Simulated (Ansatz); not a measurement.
`C[C]1=[CH][AlH]1`. Total charge 0; spin multiplicity 1.

```xyz
9

C     0.691   -0.975    0.718
C     0.034    0.141   -0.003
C    -1.060    0.131   -0.826
Al   -0.376    1.838   -0.655
H     0.198   -1.936    0.532
H     1.741   -1.059    0.422
H     0.692   -0.788    1.796
H    -1.656   -0.741   -1.100
H    -0.264    3.389   -0.883
```

What are the harmonic wavenumbers in cm⁻¹ at PBE0-D4/def2-TZVP (Ansatz, finite differences of forces, unscaled)? (Estimate.)

The calculation gave: 128, 298, 307, 465, 485, 579, 762, 845, 974, 1026, 1040, 1198, 1382, 1458, 1463, 1531, 1977, 3024, 3099, 3105, 3112.

Is this a minimum?

Yes, all 21 modes are real.

Give the ideal-gas thermochemistry at 298.15 K and 1 bar (rigid rotor, harmonic oscillator; point group Cs, symmetry number 1).

Zero-point energy 169.0 kJ/mol; H(298) − E = 185.4 kJ/mol; entropy 300.3 J/(mol·K), of which translation 161.5, rotation 103.3, vibration 35.6; G(298) − E = 95.9 kJ/mol.
